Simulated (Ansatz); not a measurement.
System: AgI (charge +1, doublet). The spin state was set by rule; other spins were not relaxed. 
Geometry from a B3LYP-D3(BJ)/def2-TZVP (Ansatz, a program for electronic structure) optimisation:
```xyz
2

Ag     0.0000     0.0000    -1.4338
I      0.0000     0.0000     1.2714
```
Charge +1, spin multiplicity 2.

Parts of the frozen-core correlation energy in def2-QZVPP (Ansatz, hartree). Frozen orbitals: 13; correlated occupied orbitals by spin: 9 and 8; virtual: 148 and 149. Open shells are spin-unrestricted. No spin-orbit coupling. In def2 rows, elements after Kr have scalar-relativistic effective core potentials.

| term | value |
|---|---|
| reference (HF) | -442.56512 |
| MP2 opposite-spin | [?] |
| MP2 same-spin | -0.17515 |
| CCSD correlation | [?] |
| (T) | [?] |
| T1 diagnostic | 0.014 |
| largest doubles amplitude | 0.032 |
| <S^2> of the reference | 0.762 |

Fill in the missing entries.


- MP2 opposite-spin, value: -0.35944
- CCSD correlation, value: -0.51890
- (T), value: -0.02196
